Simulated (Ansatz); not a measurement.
Basis-set extrapolation for C$_{3}$H$_{4}$F$_{2}$Si, SMILES `C#C[Si](C)(F)F` (PBE0-D4/def2-TZVP geometry, frozen core, Ansatz). Multiplicity 1, RHF reference.

```json
{"": "HF", "def2-TZVPP": "-604.005256", "def2-QZVPP": "-604.029242"}
{"": "MP2 correlation", "def2-TZVPP": "-1.082969", "def2-QZVPP": "-1.171690"}
{"": "CCSD(T) correlation", "def2-TZVPP": "-1.150515", "def2-QZVPP": "not run"}
```

Energies in hartree. Use E(X) = E(∞) + A·exp(−7.88·√X) for Hartree–Fock and E(X) = E(∞) + B·X^(−2.97) for correlation, with X = 3 and 4, and add CCSD(T) minus MP2 of the smaller set to the MP2 limit.

Task: What is the CCSD(T) energy at the basis-set limit?

Result: HF limit: -604.029242 + (-0.023986) × 0.13774 = -604.03255. MP2 limit: -1.171690 + (-0.088721) × 0.74074 = -1.23741. Higher-order term: -1.150515 − (-1.082969) = -0.06755. Total: -605.33751 hartree, 4.95 eV below CCSD(T)/def2-TZVPP.
